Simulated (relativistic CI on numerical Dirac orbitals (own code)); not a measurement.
# Calculated levels, Pb VIII

Calculated at this level of theory: Dirac-Coulomb-Breit CI, KLI orbitals optimised for each configuration, model QED, unscaled Slater integrals (own radial code, finite nucleus).

CI space (outside the closed core [Kr] 4d10 4f14): 5s²5p⁶5d⁷, 5s²5p⁶5d⁶6s, 5s²5p⁶5d⁶5f, 5s²5p⁶5d⁵6s², 5s²5p⁶5d⁶6p, 5s²5p⁵5d⁸, 5s²5p⁶5d⁵6s6p, 5s²5p⁶5d⁶5g, 5s²5p⁶5d⁵6p², 5s²5p⁶5d⁶6d, 5s²5p⁴5d⁹, 5s²5p⁶5d⁶7s, 5s²5p⁶5d⁶7p, 5s5p⁶5d⁸, 5s²5p⁵5d⁶6s², 5p⁶5d⁹. Levels of other configurations are missing.

The lowest level is 5s²5p⁶5d⁷ ⁴F9/2, with 78 % of that term; Hund's rules for 5s²5p⁶5d⁷ give ⁴F with J = 9/2, in agreement.

| No. | Configuration | Term | J | E (cm⁻¹) | % | Next component (%) | Lifetime (s) |
| --- | --- | --- | --- | --- | --- | --- | --- |
| 1 | 5s²5p⁶5d⁷ | ⁴F | 9/2 | 0.0 | 78 | 20 ²G |  |
| 2 | 5s²5p⁶5d⁷ | ²P | 3/2 | 13505.8 | 45 | 23 ²D |  |
| 3 | 5s²5p⁶5d⁷ | ²D | 5/2 | 17059.2 | 39 | 36 ⁴F | 7.74e+00 |
| 4 | 5s²5p⁶5d⁷ | ⁴F | 7/2 | 19674.7 | 94 | 6 ²G | 4.52e-03 |
| 5 | 5s²5p⁶5d⁷ | ⁴F | 3/2 | 29305.8 | 48 | 30 ⁴P | 8.16e-03 |
| 6 | 5s²5p⁶5d⁷ | ⁴P | 5/2 | 31199.8 | 65 | 31 ⁴F | 9.86e-03 |
| 7 | 5s²5p⁶5d⁷ | ²G | 9/2 | 32560.8 | 52 | 29 ²H | 4.20e-03 |
| 8 | 5s²5p⁶5d⁷ | ⁴P | 1/2 | 35198.0 | 60 | 40 ²P | 5.68e-03 |
| 9 | 5s²5p⁶5d⁷ | ²H | 11/2 | 42898.9 | 100 |  | 4.88e-02 |
| 10 | 5s²5p⁶5d⁷ | ²G | 7/2 | 44272.2 | 75 | 21 ²F | 1.05e-02 |
| 11 | 5s²5p⁶5d⁷ | ²D | 5/2 | 52219.7 | 59 | 32 ⁴F | 1.42e-03 |
| 12 | 5s²5p⁶5d⁷ | ⁴P | 3/2 | 52593.1 | 40 | 29 ⁴F | 2.10e-03 |
| 13 | 5s²5p⁶5d⁷ | ²F | 5/2 | 55019.5 | 81 | 15 ²D | 7.54e-03 |
| 14 | 5s²5p⁶5d⁷ | ²P | 1/2 | 59800.3 | 60 | 40 ⁴P | 2.68e-03 |
| 15 | 5s²5p⁶5d⁷ | ²H | 9/2 | 63317.5 | 69 | 28 ²G | 2.98e-03 |
| 16 | 5s²5p⁶5d⁷ | ²D | 3/2 | 69311.5 | 69 | 22 ²P | 3.58e-03 |
| 17 | 5s²5p⁶5d⁷ | ²F | 7/2 | 69827.2 | 77 | 19 ²G | 2.78e-03 |
| 18 | 5s²5p⁶5d⁷ | ²D | 3/2 | 91130.4 | 78 | 9 ⁴F | 7.89e-04 |
| 19 | 5s²5p⁶5d⁷ | ²D | 5/2 | 95561.6 | 83 | 13 ²F | 1.14e-03 |
| 20 | 5s²5p⁶5d⁶6s | ⁶D | 9/2 | 197745.8 | 76 | 20 ⁴F | 1.84e-04 |
| 21 | 5s²5p⁶5d⁶6s | ⁶D | 7/2 | 208816.9 | 68 | 12 ⁴F | 5.53e-05 |
| 22 | 5s²5p⁶5d⁶6s | ⁶D | 5/2 | 209338.0 | 54 | 30 ⁴P | 7.05e-05 |
| 23 | 5s²5p⁶5d⁶6s | ⁶D | 3/2 | 214607.9 | 61 | 18 ⁴P | 6.53e-05 |
| 24 | 5s²5p⁶5d⁶6s | ⁶D | 1/2 | 218129.2 | 72 | 21 ⁴P | 1.32e-04 |
| 25 | 5s²5p⁶5d⁶6s | ⁴D | 7/2 | 220369.2 | 39 | 22 ⁶D | 1.24e-05 |
| 26 | 5s²5p⁶5d⁶6s | ⁴G | 9/2 | 228704.6 | 26 | 20 ²G | 2.62e-05 |
| 27 | 5s²5p⁶5d⁶6s | ⁴D | 5/2 | 229569.9 | 44 | 18 ⁴P | 1.18e-05 |
| 28 | 5s²5p⁶5d⁶6s | ⁴D | 3/2 | 230004.0 | 32 | 27 ²P | 1.14e-05 |
| 29 | 5s²5p⁶5d⁶6s | ⁴D | 7/2 | 234153.2 | 35 | 30 ⁴H | 1.43e-05 |
| 30 | 5s²5p⁶5d⁶6s | ⁴H | 11/2 | 235304.6 | 51 | 47 ⁴G | 2.84e-05 |
| 31 | 5s²5p⁶5d⁶6s | ⁴H | 13/2 | 236254.6 | 83 | 17 ²I | 2.48e-05 |
| 32 | 5s²5p⁶5d⁶6s | ⁴D | 1/2 | 237136.3 | 62 | 23 ²P | 9.28e-06 |
| 33 | 5s²5p⁶5d⁶6s | ⁴F | 5/2 | 242644.8 | 39 | 18 ⁶D | 2.40e-05 |
| 34 | 5s²5p⁶5d⁶6s | ⁴H | 9/2 | 243418.8 | 34 | 31 ²G | 1.62e-05 |
| 35 | 5s²5p⁶5d⁶6s | ²H | 11/2 | 245251.1 | 44 | 24 ²I | 1.54e-05 |
| 36 | 5s²5p⁶5d⁶6s | ⁴F | 3/2 | 245756.7 | 65 | 16 ²D | 1.88e-05 |
| 37 | 5s²5p⁶5d⁶6s | ⁴F | 7/2 | 245839.6 | 36 | 16 ⁴D | 1.96e-05 |
| 38 | 5s²5p⁶5d⁶6s | ⁴D | 5/2 | 246989.0 | 49 | 16 ⁴G | 1.44e-05 |
| 39 | 5s²5p⁶5d⁶6s | ²F | 5/2 | 250324.5 | 29 | 22 ⁴P | 1.44e-05 |
| 40 | 5s²5p⁶5d⁶6s | ⁴D | 3/2 | 250609.8 | 55 | 19 ⁴P | 1.51e-05 |
| 41 | 5s²5p⁶5d⁶6s | ⁴D | 1/2 | 255309.4 | 45 | 23 ²S | 2.26e-05 |
| 42 | 5s²5p⁶5d⁶6s | ⁴G | 9/2 | 255610.7 | 41 | 28 ⁴H | 2.00e-05 |
| 43 | 5s²5p⁶5d⁶6s | ⁴H | 7/2 | 257821.3 | 24 | 24 ⁴G | 1.86e-05 |
| 44 | 5s²5p⁶5d⁶6s | ⁴D | 5/2 | 258243.2 | 50 | 17 ⁴P | 1.81e-05 |
| 45 | 5s²5p⁶5d⁶6s | ⁴D | 1/2 | 259501.8 | 50 | 27 ²S | 1.17e-05 |
| 46 | 5s²5p⁶5d⁶6s | ⁴F | 9/2 | 260040.5 | 40 | 24 ²H | 1.38e-05 |
| 47 | 5s²5p⁶5d⁶6s | ⁴F | 7/2 | 260103.5 | 42 | 19 ⁴D | 2.42e-05 |
| 48 | 5s²5p⁶5d⁶6s | ⁴D | 3/2 | 260373.4 | 52 | 24 ²P | 1.36e-05 |
| 49 | 5s²5p⁶5d⁶6s | ⁴H | 11/2 | 261581.8 | 35 | 33 ⁴G | 1.70e-05 |
| 50 | 5s²5p⁶5d⁶6s | ⁴D | 7/2 | 263575.9 | 35 | 22 ²F | 1.39e-05 |
| 51 | 5s²5p⁶5d⁶6s | ²D | 3/2 | 264893.0 | 44 | 28 ⁴P | 1.06e-05 |
| 52 | 5s²5p⁶5d⁶6s | ⁴P | 1/2 | 265130.8 | 71 | 13 ²P | 1.62e-05 |
| 53 | 5s²5p⁶5d⁶6s | ²I | 13/2 | 268921.3 | 83 | 17 ⁴H | 1.60e-05 |
| 54 | 5s²5p⁶5d⁶6s | ²F | 5/2 | 269588.1 | 34 | 25 ⁴G | 1.29e-05 |
| 55 | 5s²5p⁶5d⁶6s | ²G | 9/2 | 269858.6 | 57 | 24 ²H | 1.04e-05 |
| 56 | 5s²5p⁶5d⁶6s | ²F | 7/2 | 269892.1 | 68 | 24 ⁴F | 1.19e-05 |
| 57 | 5s²5p⁶5d⁶6s | ²F | 5/2 | 271180.0 | 52 | 31 ⁴F | 1.30e-05 |
| 58 | 5s²5p⁶5d⁶6s | ²D | 5/2 | 272543.9 | 54 | 23 ²F | 8.65e-06 |
| 59 | 5s²5p⁶5d⁶6s | ²I | 11/2 | 272631.4 | 62 | 36 ²H | 1.40e-05 |
| 60 | 5s²5p⁶5d⁶6s | ²G | 7/2 | 273999.2 | 63 | 17 ⁴F | 9.92e-06 |
| 61 | 5s²5p⁶5d⁶6s | ⁴P | 3/2 | 278717.4 | 41 | 30 ²D | 1.09e-05 |
| 62 | 5s²5p⁶5d⁶6s | ²G | 9/2 | 280606.2 | 57 | 27 ⁴F | 1.38e-05 |
| 63 | 5s²5p⁶5d⁶6s | ²D | 5/2 | 282821.0 | 35 | 33 ⁴P | 1.12e-05 |
| 64 | 5s²5p⁶5d⁶6s | ²P | 1/2 | 283113.7 | 64 | 17 ⁴P | 8.77e-06 |
| 65 | 5s²5p⁶5d⁶6s | ²G | 7/2 | 283445.4 | 60 | 30 ²F | 1.10e-05 |
| 66 | 5s²5p⁶5d⁶6s | ²D | 3/2 | 283904.9 | 46 | 24 ²P | 1.12e-05 |
| 67 | 5s²5p⁶5d⁶6s | ⁴P | 3/2 | 286165.8 | 58 | 13 ²P | 1.32e-05 |
| 68 | 5s²5p⁶5d⁶6s | ⁴F | 3/2 | 291680.4 | 77 | 13 ²D | 1.37e-05 |
| 69 | 5s²5p⁶5d⁶6s | ⁴F | 9/2 | 291890.3 | 66 | 18 ²G | 1.26e-05 |
| 70 | 5s²5p⁶5d⁶6s | ²P | 1/2 | 292846.1 | 55 | 28 ⁴P | 7.78e-06 |

Energies count from the lowest computed level; lifetimes are radiative, by E1, M1, E2 decay to levels of this space only; some are left blank where a channel outside the calculation adds to the decay or the decay crosses a small, uncertain gap.

The mean weight of the leading LS term, summed over parents, in these 70 levels is 56 %, and that of the leading jj configuration (from the same eigenvectors) 72 %, so jj coupling describes them better and the LS labels are nominal.

At this charge configurations can still be misplaced by up to about 7 % of their energy. Terms inside the open d or f shell come out 10 to 20 % too wide with unscaled integrals. Levels and lines within the n = 5 or 6 shells can be off by up to 10 % or somewhat more, and those that change n by about 2 %, since core polarisation is missing.

LS names give the leading component of a level, which can be under half, so a name can repeat, a term be missing and a line seem to break the LS rules.
